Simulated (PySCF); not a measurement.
A calculated (M06-L, PySCF 2.14, x2c-SVPall, scalar relativity by spin-free X2C-1e) atom or ion has these occupied shells.

| shell | electrons | orbital energy (eV) | rms radius, mean of both spins (bohr) |
| --- | --- | --- | --- |
| 1s | 2 | -1818.0 | 0.129 |
| 2s | 2 | -166.02 | 0.616 |
| 2p | 6 | -119.46 | 0.602 |
| 3s | 2 | -28.617 | 2.09 |

Q: Name the element and its charge.

A: Si²⁺ (silicon, charge +2), in [Ne] 3s2, closed-shell 1S.
